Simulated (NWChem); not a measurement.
Species: C$_{5}$H$_{9}$N; SMILES C(#N)C(C)(C)C

Computed with NWChem. Pople sets run with spherical d functions. Each level has its own optimisation; frequencies are unscaled. Brackets give each atom's bonded neighbours.

```tsv
level	r C–C [C(CCCC)–C(CHHH)] (Å)	r C–H (Å)	r C–C [C(CCCC)–C(CN)] (Å)	r C–N (Å)	highest harmonic frequency (cm⁻¹)	lowest (cm⁻¹)	zero-point energy (kcal/mol)	dipole (D)
Hartree-Fock/STO-3G	1.553	1.086	[?]	1.154	[?]	[?]	[?]	[?]
Hartree-Fock/3-21G	1.544	1.083	1.467	1.140	3278	230	88.1	4.06
Hartree-Fock/6-31G*	1.538	1.084	1.484	1.136	3290	206	87.8	4.20
B3LYP/6-31G*	1.546	1.095	1.479	1.161	3138	186	82.2	3.95
LDA (Slater exchange, VWN5)/def2-SVP	1.525	1.111	1.461	1.166	3076	174	78.9	3.84
PBE/def2-SVP	1.547	1.108	1.479	1.172	3079	176	79.2	3.81
BLYP/def2-SVP	1.558	1.108	1.487	1.172	3050	177	78.9	3.76
PBE0/def2-SVP	1.536	1.100	1.473	1.158	3169	185	81.8	3.93
```

Q: Some entries are withheld; supply them.

A: 
- Hartree-Fock/STO-3G, r C–C [C(CCCC)–C(CN)] (Å): 1.504
- Hartree-Fock/STO-3G, highest harmonic frequency (cm⁻¹): 3762
- Hartree-Fock/STO-3G, lowest (cm⁻¹): 213
- Hartree-Fock/STO-3G, zero-point energy (kcal/mol): 97.4
- Hartree-Fock/STO-3G, dipole (D): 3.31
